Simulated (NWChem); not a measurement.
Program: NWChem. System: diantimony (Sb2), charge 0, spin multiplicity 1, at a geometry optimised with PBE/def2-SVP with def2 effective core potentials on Sb. Level: CCSD(T)/def2-TZVP with def2 effective core potentials on Sb, 8 core orbitals frozen.

Job file:

```
start mol
memory heap 100 mb stack 700 mb global 1900 mb
geometry units angstroms nocenter noautoz
  Sb     0.000000     0.000000     1.258040
  Sb     0.000000     0.000000    -1.258040
  symmetry group D2h
end
basis spherical
  * library def2-tzvp
end
ecp
  Sb library def2-ecp
end
scf
  rhf
  nopen 0
  maxiter 100
  thresh 1e-7
  semidirect memsize 60000000 filesize 0
end
tce
  freeze core 8
  ccsd(t)
  2eorb
  2emet 13
  thresh 1e-6
  maxiter 100
  tilesize 24
end
task tce energy
```

Output (cleaned and shortened):

```
             Northwest Computational Chemistry Package (NWChem) 7.3.0
             --------------------------------------------------------

                                NWChem Input Module
                                -------------------

 Scaling coordinates for geometry "geometry" by  1.889725989
 (inverse scale =  0.529177249)

 Turning off AUTOSYM since
 SYMMETRY directive was detected!

                             Geometry "geometry" -> ""
                             -------------------------

 Output coordinates in angstroms (scale by  1.889725989 to convert to a.u.)

  No.       Tag          Charge          X              Y              Z
 ---- ---------------- ---------- -------------- -------------- --------------
    1 Sb                  51.0000     0.00000000     0.00000000     1.25804000
    2 Sb                  51.0000     0.00000000     0.00000000    -1.25804000

 Effective nuclear repulsion energy (a.u.)     547.0374648851

            Nuclear Dipole moment (a.u.)
            ----------------------------
        X                 Y               Z
 ---------------- ---------------- ----------------
     0.0000000000     0.0000000000     0.0000000000

      Symmetry information
      --------------------

 Group name             D2h
 Group number             26
 Group order               8
 No. of unique centers     1

      Symmetry unique atoms

     1


 Summary of "ao basis" -> "" (spherical)
 ------------------------------------------------------------------------------
       Tag                 Description            Shells   Functions and Types
 ---------------- ------------------------------  ------  ---------------------
 *                         def2-tzvp                  on all atoms

 Summary of "ao basis" -> "ao basis" (spherical)
 ------------------------------------------------------------------------------
       Tag                 Description            Shells   Functions and Types
 ---------------- ------------------------------  ------  ---------------------
 Sb                        def2-tzvp                16       50   6s5p3d2f

                                 NWChem SCF Module
                                 -----------------

  ao basis        = "ao basis"
  functions       =   100
  atoms           =     2
  closed shells   =    23
  open shells     =     0
  charge          =   0.00
  wavefunction    = RHF
  use symmetry    = T
  symmetry adapt  = T

 Summary of "ao basis" -> "ao basis" (spherical)
 ------------------------------------------------------------------------------
       Tag                 Description            Shells   Functions and Types
 ---------------- ------------------------------  ------  ---------------------
 Sb                        def2-tzvp                16       50   6s5p3d2f

      Symmetry analysis of basis
      --------------------------

        ag         21
        au          5
        b1g         5
        b1u        21
        b2g        12
        b2u        12
        b3g        12
        b3u        12

 Forming initial guess at       0.2s

      Superposition of Atomic Density Guess
      -------------------------------------

 Sum of atomic energies:        -555.26729705

      Non-variational initial energy
      ------------------------------

 Total energy =    -478.500348
 1-e energy   =   -1060.996385
 2-e energy   =     471.237744
 HOMO         =      -0.240432
 LUMO         =      -0.084992

      Symmetry analysis of molecular orbitals - initial
      -------------------------------------------------

 !! scf_movecs_sym_adapt:   68 vectors were symmetry contaminated

  Symmetry fudging

 !! scf_movecs_sym_adapt:   58 vectors were symmetry contaminated

  Numbering of irreducible representations:

     1 ag          2 au          3 b1g         4 b1u         5 b2g
     6 b2u         7 b3g         8 b3u

  Orbital symmetries:

     1 ag          2 b1u         3 ag          4 b1u         5 b3u
     6 b2u         7 b3g         8 b2g         9 ag         10 b2u
    11 b3u        12 b1g        13 ag         14 au         15 b1u
    16 b3g        17 b2g        18 b1u        19 ag         20 b1u
    21 ag         22 b3u        23 b2u        24 b3g        25 b2g
    26 b1u        27 ag         28 b2u        29 b3u        30 b1u
    31 b3g        32 b2g        33 ag

 Starting SCF solution at       1.6s

 ----------------------------------------------
         Quadratically convergent ROHF

 Convergence threshold     :          1.000E-07
 Maximum no. of iterations :          100
 Final Fock-matrix accuracy:          1.000E-09
 ----------------------------------------------

              iter       energy          gnorm     gmax       time
             ----- ------------------- --------- --------- --------
                 1     -478.5338212185  1.95D-01  6.68D-02      1.7
                 2     -478.5399498349  4.85D-03  1.37D-03      1.8
                 3     -478.5399518792  2.13D-05  7.77D-06      1.9
                 4     -478.5399518793  1.39D-09  5.28D-10      2.1

       Final RHF  results
       ------------------

         Total SCF energy =   -478.539951879257
      One-electron energy =  -1061.283822887783
      Two-electron energy =    471.485578457876
 Nuclear repulsion energy =    111.258292550650

        Time for solution =      0.5s

       Symmetry analysis of molecular orbitals - final
       -----------------------------------------------

  Numbering of irreducible representations:

     1 ag          2 au          3 b1g         4 b1u         5 b2g
     6 b2u         7 b3g         8 b3u
[...]
    26 b1u        27 ag         28 b2u        29 b3u        30 b1u
    31 b3g        32 b2g        33 b1g

             Final eigenvalues
             -----------------

              1
    1   -6.5314
    2   -6.5313
    3   -4.6006
    4   -4.6006
    5   -4.6004
    6   -4.6004
    7   -4.5963
    8   -4.5948
    9   -1.6360
   10   -1.6306
   11   -1.6306
   12   -1.6291
   13   -1.6291
   14   -1.6291
   15   -1.6291
   16   -1.6205
   17   -1.6205
   18   -1.6144
   19   -0.7461
   20   -0.5611
   21   -0.3347
   22   -0.2949
   23   -0.2949
   24   -0.0153
   25   -0.0153
   26    0.0870
   27    0.1832
   28    0.1931
   29    0.1931
   30    0.2287
   31    0.2418
   32    0.2418
   33    0.2726

                       ROHF Final Molecular Orbital Analysis
                       -------------------------------------

 Vector   21  Occ=2.000000D+00  E=-3.346602D-01  Symmetry=ag
              MO Center= -2.0D-17,  1.1D-17,  2.4D-15, r^2= 4.8D+00
   Bfn.  Coefficient  Atom+Function         Bfn.  Coefficient  Atom+Function
  ----- ------------  ---------------      ----- ------------  ---------------
    18      0.344132  1 Sb pz                68     -0.344132  2 Sb pz
    12     -0.297338  1 Sb pz                62      0.297338  2 Sb pz
    15      0.257435  1 Sb pz                65     -0.257435  2 Sb pz
     6      0.236497  1 Sb s                 56      0.236497  2 Sb s

 Vector   22  Occ=2.000000D+00  E=-2.948510D-01  Symmetry=b2u
              MO Center= -3.4D-30,  5.3D-17,  3.5D-17, r^2= 3.8D+00
   Bfn.  Coefficient  Atom+Function         Bfn.  Coefficient  Atom+Function
  ----- ------------  ---------------      ----- ------------  ---------------
    17      0.333090  1 Sb py                67      0.333090  2 Sb py
    11     -0.255190  1 Sb py                61     -0.255190  2 Sb py
    14      0.212116  1 Sb py                64      0.212116  2 Sb py
    20      0.173065  1 Sb py                70      0.173065  2 Sb py

 Vector   23  Occ=2.000000D+00  E=-2.948510D-01  Symmetry=b3u
              MO Center=  2.6D-17,  1.3D-32, -2.3D-16, r^2= 3.8D+00
   Bfn.  Coefficient  Atom+Function         Bfn.  Coefficient  Atom+Function
  ----- ------------  ---------------      ----- ------------  ---------------
    16      0.333090  1 Sb px                66      0.333090  2 Sb px
    10     -0.255190  1 Sb px                60     -0.255190  2 Sb px
    13      0.212116  1 Sb px                63      0.212116  2 Sb px
    19      0.173065  1 Sb px                69      0.173065  2 Sb px

 Vector   24  Occ=0.000000D+00  E=-1.527494D-02  Symmetry=b3g
              MO Center=  3.6D-30, -1.6D-15,  4.3D-16, r^2= 6.0D+00
   Bfn.  Coefficient  Atom+Function         Bfn.  Coefficient  Atom+Function
  ----- ------------  ---------------      ----- ------------  ---------------
    20      0.500347  1 Sb py                70     -0.500347  2 Sb py
    17      0.284642  1 Sb py                67     -0.284642  2 Sb py
    11     -0.251680  1 Sb py                61      0.251680  2 Sb py
    14      0.227362  1 Sb py                64     -0.227362  2 Sb py

 Vector   25  Occ=0.000000D+00  E=-1.527494D-02  Symmetry=b2g
              MO Center=  4.3D-16,  1.1D-29,  2.1D-16, r^2= 6.0D+00
   Bfn.  Coefficient  Atom+Function         Bfn.  Coefficient  Atom+Function
  ----- ------------  ---------------      ----- ------------  ---------------
    19      0.500347  1 Sb px                69     -0.500347  2 Sb px
    16      0.284642  1 Sb px                66     -0.284642  2 Sb px
    10     -0.251680  1 Sb px                60      0.251680  2 Sb px
    13      0.227362  1 Sb px                63     -0.227362  2 Sb px

 Vector   26  Occ=0.000000D+00  E= 8.700804D-02  Symmetry=b1u
              MO Center= -1.6D-16,  3.8D-17,  4.2D-16, r^2= 1.2D+01
   Bfn.  Coefficient  Atom+Function         Bfn.  Coefficient  Atom+Function
  ----- ------------  ---------------      ----- ------------  ---------------
     6      1.490973  1 Sb s                 56     -1.490973  2 Sb s
    21     -1.283079  1 Sb pz                71     -1.283079  2 Sb pz
    18     -0.278469  1 Sb pz                68     -0.278469  2 Sb pz
     3     -0.177056  1 Sb s                 53      0.177056  2 Sb s

 center of mass
 --------------
 x =   0.00000000 y =   0.00000000 z =   0.00000000

 moments of inertia (a.u.)
 ------------------
        1366.647521296964           0.000000000000           0.000000000000
           0.000000000000        1366.647521296964           0.000000000000
           0.000000000000           0.000000000000           0.000000000000

  Mulliken analysis of the total density
  --------------------------------------

    Atom       Charge   Shell Charges
 -----------   ------   -------------------------------------------------------
    1 Sb  23    23.00   0.16 -0.66  1.57  0.93  1.06  0.82 -0.46  6.43  0.81  1.59  0.66  9.04  0.95  0.10  0.01  0.00
    2 Sb  23    23.00   0.16 -0.66  1.57  0.93  1.06  0.82 -0.46  6.43  0.81  1.59  0.66  9.04  0.95  0.10  0.01  0.00

       Multipole analysis of the density wrt the origin
       ------------------------------------------------

     L   x y z        total         open         nuclear
     -   - - -        -----         ----         -------
     0   0 0 0      0.000000      0.000000     46.000000

     1   1 0 0     -0.000000      0.000000      0.000000
     1   0 1 0     -0.000000      0.000000      0.000000
     1   0 0 1      0.000000      0.000000      0.000000

     2   2 0 0    -39.700140      0.000000      0.000000
     2   1 1 0     -0.000000      0.000000      0.000000
     2   1 0 1     -0.000000      0.000000      0.000000
     2   0 2 0    -39.700140      0.000000      0.000000
     2   0 1 1     -0.000000      0.000000      0.000000
     2   0 0 2    -36.982888      0.000000    259.982672

                   NWChem Extensible Many-Electron Theory Module
                   ---------------------------------------------


            General Information
            -------------------
      Number of processors :     1
         Wavefunction type : Restricted Hartree-Fock
          No. of electrons :    46
           Alpha electrons :    23
            Beta electrons :    23
           No. of orbitals :   200
            Alpha orbitals :   100
             Beta orbitals :   100
        Alpha frozen cores :     8
         Beta frozen cores :     8
     Alpha frozen virtuals :     0
      Beta frozen virtuals :     0
         Spin multiplicity : singlet
    Number of AO functions :   100
       Number of AO shells :    32
        Use of symmetry is : on
      Symmetry adaption is : on
         Schwarz screening : 0.10D-09

          Correlation Information
          -----------------------
          Calculation type : Coupled-cluster singles & doubles w/ perturbation
   Perturbative correction : (T)
            Max iterations :      100
        Residual threshold : 0.10D-05
     T(0) DIIS level shift : 0.00D+00
     L(0) DIIS level shift : 0.00D+00
     T(1) DIIS level shift : 0.00D+00
     L(1) DIIS level shift : 0.00D+00
     T(R) DIIS level shift : 0.00D+00
     T(I) DIIS level shift : 0.00D+00
   CC-T/L Amplitude update :  5-th order DIIS
                I/O scheme : Global Array Library
        L-threshold :  0.10D-05
        EOM-threshold :  0.10D-05
 no EOMCCSD initial starts read in
 TCE RESTART OPTIONS
 SLICE:      F
 D4D5:       F
 quantumc:   F
 qrotation:  F
 pwtce:      F
 qducc:      F
 nacto:                         0
 nrotv:                         0
 nrot:                          0

            Memory Information
            ------------------
          Available GA space size is     249026800 doubles
          Available MA space size is     104841340 doubles

 Maximum block size supplied by input
 Maximum block size        24 doubles

 tile_dim =     16

 -------------------------------------------------

 Global array virtual files algorithm will be used

 Parallel file system coherency ......... OK

 4-electron integrals stored in orbital form

 v2    file size   =          1774390
 4-index algorithm nr.  13 is used
 imaxsize =       30
 imaxsize ichop =        0


CCSD iterations
 ---------------------------------------------------------
 Iter          Residuum       Correlation     Cpu    Wall
 ---------------------------------------------------------
    1   0.1965177211340  -0.6865674104021     2.8     2.8
    2   0.0498113505561  -0.6320918515902     2.7     2.7
    3   0.0187604383572  -0.6543403488002     4.4     4.4
    4   0.0089695125821  -0.6496242530020     5.0     5.0
    5   0.0040554659994  -0.6524412615769     4.8     4.8
    6   0.0015399559129  -0.6522962775665     2.8     2.8
    7   0.0007094317142  -0.6523449511022     2.7     2.7
    8   0.0004025917946  -0.6523380959031     2.7     2.7
    9   0.0002409347638  -0.6523567494674     2.8     2.8
   10   0.0001465403627  -0.6523652620599     2.7     2.7
   11   0.0000156500220  -0.6523835891520     2.8     2.8
   12   0.0000048858249  -0.6523821449006     2.8     2.8
   13   0.0000021858939  -0.6523831872774     2.8     2.8
   14   0.0000009039493  -0.6523830059968     2.8     2.8
 -----------------------------------------------------------------
 Iterations converged
 CCSD correlation energy / hartree =        -0.652383005996798
 CCSD total energy / hartree       =      -479.192334885254184

 Singles contributions

 Doubles contributions
    25b2g (alpha)    25b2g (beta ) ---    23b3u (alpha)    23b3u (beta )       -0.1399779109
    24b3g (alpha)    24b3g (beta ) ---    22b2u (alpha)    22b2u (beta )       -0.1399779109
 CCSD(T)
 Using plain CCSD(T) code
             total no. of tasks        12168
 total no. of tasks / no. procs        12168
                         wl_min           64           2.0
                         wl_max       245760           7.9
        thresh for no. of tasks        12168

 CCSD[T]  correction energy / hartree =        -0.031514515550475
 CCSD[T] correlation energy / hartree =        -0.683897521547273
 CCSD[T] total energy / hartree       =      -479.223849400804681
 CCSD(T)  correction energy / hartree =        -0.029888140473072
 CCSD(T) correlation energy / hartree =        -0.682271146469870
 CCSD(T) total energy / hartree       =      -479.222223025727260

 Task  times  cpu:       81.2s     wall:       81.2s

 Total times  cpu:       81.2s     wall:       81.2s
```
